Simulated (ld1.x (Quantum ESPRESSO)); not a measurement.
## Transferability test, RRKJ potential for chlorine (Cl)

Cl, norm-conserving RRKJ (Kleinman–Bylander form), made with ld1.x (Quantum ESPRESSO) 7.5 (PBE, scalar-relativistic). Core [Ne], reference 3s2 3p5. Waves: 3s (bound): rc 1.10 bohr; 3p (bound): rc 1.50 bohr. Local part: the p channel. Core correction: none. rho0 = 0.005.

Energies are relative to the spin-unpolarised reference configuration 3s2 3p5; without spin polarisation the order of configurations can differ from experiment.

| valence configuration | charge | ΔE all-electron (eV) | error AE − PS (meV) |
| --- | --- | --- | --- |
| 3s2 3p4 | +1 | 13.875 | +1.5 |
| 3s2 3p3 | +2 | 39.322 | +16 |
| 3s2 3p2 | +3 | 77.630 | +61 |
| 3s1 3p5 | +1 | 26.584 | +2.7 |
| 3s2 3p1 | +4 | 129.873 | +169 |

(1) What are ΔE and the potential's error for 3s2 3p5.3?

(2) What are ΔE and the potential's error for 3s1 3p6?

Levels in the configuration 3s1 3p5:

| level | all-electron (eV) | pseudo (eV) |
| --- | --- | --- |
| 3s | -32.734 | -32.724 |
| 3p | -19.985 | -19.976 |

Answers

(1) ΔE = -2.138 eV all-electron; the error (AE − PS) is +0.3 meV.

(2) ΔE = 12.153 eV all-electron; the error (AE − PS) is -0.3 meV.
